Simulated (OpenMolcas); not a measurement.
**4d⁷ along the 43-electron sequence**

- Program: OpenMolcas 26.06
- Method: SS-CASPT2, IPEA 0.25 Eh, imaginary shift 0.1 Eh
- Basis: ANO-R3
- Scalar Hamiltonian: X2C, finite nucleus
- Spin-orbit coupling: state interaction with AMFI integrals over the reference wave functions, term energies averaged over their components

Active space for each ion: 7 electrons in 5 orbitals (4d); closed shells correlated by CASPT2: 4s 4p.

Computed levels in cm-1 above ⁴F_9/2:

| Level | Rh2+ | Pd3+ | Ag4+ |
| --- | --- | --- | --- |
| ⁴F_7/2 | 2140 | 2780 | 3570 |
| ⁴F_5/2 | 3480 | 4470 | 5650 |
| ⁴F_3/2 | 4340 | 5530 | 6940 |
| ⁴P_5/2 | 11720 | 13450 | 15140 |
| ⁴P_3/2 | 11830 | 13390 | 14890 |
| ⁴P_1/2 | 13210 | 15310 | 17460 |
| ²G_9/2 | 13210 | 15080 | 16870 |
| ²G_7/2 | 15320 | 17810 | 20360 |
| ²H_11/2 | 17630 | 20120 | 22490 |
| weight of ⁴F in the lowest level (%) | 98 | 97 | 96 |

Mixed levels, with the weight of the term that names them: Ag4+ ⁴P_3/2 (72 %).

Measured, with the error of the calculation in %. Measured levels: Rh2+ from the list in Shadmi, J. Res. Natl. Bur. Stand. 70A, 435 (1966); Ag4+ from the list in Gamrath, thesis, University of Mons (2023).

```csv
Level,Rh2+,Ag4+
⁴F_7/2,2148 (-0.6),3690 (-3.4)
⁴F_5/2,3486 (0),5816 (-2.8)
⁴F_3/2,4322 (+0.4),7097 (-2.3)
⁴P_5/2,11062 (+5.9),14899 (+1.6)
⁴P_3/2,10997 (+7.6),14204 (+4.9)
⁴P_1/2,,17067 (+2.3)
²G_9/2,,16875 (0)
²G_7/2,,20442 (-0.4)
²H_11/2,,22532 (-0.2)
```

The fine-structure level ⁴F_3/2 changes by a factor of 1.6 from Rh2+ to Ag4+. Its fourth root runs 8.12, 8.62, 9.13, with steps per unit of Z of 0.51, 0.50; equal steps would mean a (Z - σ)^4 law with constant σ.

⁴P_5/2 changes by a factor of 1.29 over the same range, with steps per unit of Z of +1730, +1690 cm-1.

Term energies are means over components that CASPT2 splits; among the terms shown or strongly mixed into the levels shown the widest spread is 770 cm-1 (4d⁷ ²H, Pd3+). The CASPT2 spread within a term exceeds the gap to the next term for 4d⁷ ²P and 4d⁷ ²H, so the order of their levels is uncertain. Levels of configurations with an s electron are missing; early in the row they begin among the upper levels of the d shell and mix with terms of their name (holds for Rh2+). Measured partners are found by configuration, term and J. A level has none where our copy of the source lacks it or the pairing is in doubt (some pairs that miss far off the trend of their configuration count as doubtful), and it then counts in no deviation. Levels of configurations outside the active space are missing.
